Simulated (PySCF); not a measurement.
Compound: C₇H₁₁FSi.
Atom-mapped SMILES: `[CH2:1]=[CH:2][Si@@H:3]1[CH2:4][CH:5]=[C:6]([CH2:7][F:8])[CH2:9]1` (hydrogens: H10, H11 on C1; H12 on C2; H13 on Si3; H14, H15 on C4; H16 on C5; H17, H18 on C7; H19, H20 on C9)

The same species was optimised twice, with GFN2-xTB and with PBE0-D3(BJ)/def2-SVP (PySCF), and the same property calculations (PySCF, gas phase) were run on both structures.

| coordinate | GFN2-xTB | PBE0-D3(BJ)/def2-SVP | change |
| --- | --- | --- | --- |
| C5=C6 (Å) | 1.324 | 1.342 | +0.018 |
| C1=C2 (Å) | 1.323 | 1.338 | +0.015 |
| C2–Si3 (Å) | 1.882 | 1.868 | -0.014 |
| Si3–C9 (Å) | 1.914 | 1.905 | -0.009 |
| Si3–C4 (Å) | 1.910 | 1.902 | -0.008 |
| C4–C5 (Å) | 1.498 | 1.504 | +0.006 |
| C6–C9 (Å) | 1.503 | 1.509 | +0.006 |
| C6–C7 (Å) | 1.499 | 1.493 | -0.006 |
| C7–F8 (Å) | 1.374 | 1.369 | -0.005 |
| C4–Si3–C9 (°) | 93.4 | 95.4 | +2.0 |
| C5–C6–C7 (°) | 124.9 | 123.2 | -1.7 |
| C7–C6–C9 (°) | 116.2 | 117.7 | +1.5 |
| C2–Si3–C9 (°) | 111.9 | 113.3 | +1.4 |
| Si3–C4–C5 (°) | 104.3 | 103.1 | -1.2 |
| Si3–C9–C6 (°) | 104.2 | 103.0 | -1.2 |
| C2–Si3–C4 (°) | 112.6 | 113.5 | +0.9 |
| C1–C2–Si3 (°) | 124.7 | 124.0 | -0.7 |
| C1–C2–Si3–C4 (°) | -134 | -127 | +7 |
| C5–C6–C7–F8 (°) | 0 | 0 | 0 |

Rotational constants: A = 3626, B = 636.2, C = 589.8 MHz (GFN2-xTB) against A = 3696, B = 636.5, C = 589.3 MHz (PBE0-D3(BJ)/def2-SVP). Point groups within 0.08 Å: C1 and C1.

On the GFN2-xTB structure: HOMO (eV) -6.95 [PBE0/pcSseg-1]; LUMO (eV) -0.42 [PBE0/pcSseg-1]; dipole (D) 2.11 [PBE0/pcSseg-1]; GIAO shielding of C1 (ppm) 44.1 [PBE0/pcSseg-1]; GIAO shielding of C2 (ppm) 42.6 [PBE0/pcSseg-1]; GIAO shielding of Si3 (ppm) 353.6 [PBE0/pcSseg-1]; GIAO shielding of C4 (ppm) 166.4 [PBE0/pcSseg-1]; GIAO shielding of C5 (ppm) 55.7 [PBE0/pcSseg-1]; GIAO shielding of C6 (ppm) 40.8 [PBE0/pcSseg-1]; GIAO shielding of C7 (ppm) 98.2 [PBE0/pcSseg-1]; GIAO shielding of F8 (ppm) 422.1 [PBE0/pcSseg-1].

Question: What do these properties become on the PBE0-D3(BJ)/def2-SVP structure?

Answer: 
| property | level | on GFN2-xTB | on PBE0-D3(BJ)/def2-SVP | change |
| --- | --- | --- | --- | --- |
| HOMO (eV) | PBE0/pcSseg-1 | -6.95 | -6.94 | +0.01 |
| LUMO (eV) | PBE0/pcSseg-1 | -0.42 | -0.48 | -0.06 |
| dipole (D) | PBE0/pcSseg-1 | 2.11 | 1.93 | -0.18 |
| energy, GFN2-xTB geometry as zero (kcal/mol) | PBE0/pcSseg-1 | 0.0 | -1.4 | -1.4 |
| GIAO shielding of C1 (ppm) | PBE0/pcSseg-1 | 44.1 | 39.4 | -4.7 |
| GIAO shielding of C2 (ppm) | PBE0/pcSseg-1 | 42.6 | 39.9 | -2.7 |
| GIAO shielding of Si3 (ppm) | PBE0/pcSseg-1 | 353.6 | 347.9 | -5.7 |
| GIAO shielding of C4 (ppm) | PBE0/pcSseg-1 | 166.4 | 166.4 | 0.0 |
| GIAO shielding of C5 (ppm) | PBE0/pcSseg-1 | 55.7 | 51.7 | -4.0 |
| GIAO shielding of C6 (ppm) | PBE0/pcSseg-1 | 40.8 | 36.4 | -4.4 |
| GIAO shielding of C7 (ppm) | PBE0/pcSseg-1 | 98.2 | 98.3 | +0.1 |
| GIAO shielding of F8 (ppm) | PBE0/pcSseg-1 | 422.1 | 420.4 | -1.7 |

The heavy atoms differ by 0.044 Å rms after alignment. Among bonds between heavy atoms C5=C6 changes most (+0.018 Å). Changes are differences of the printed values. Neither structure is proved a minimum here.
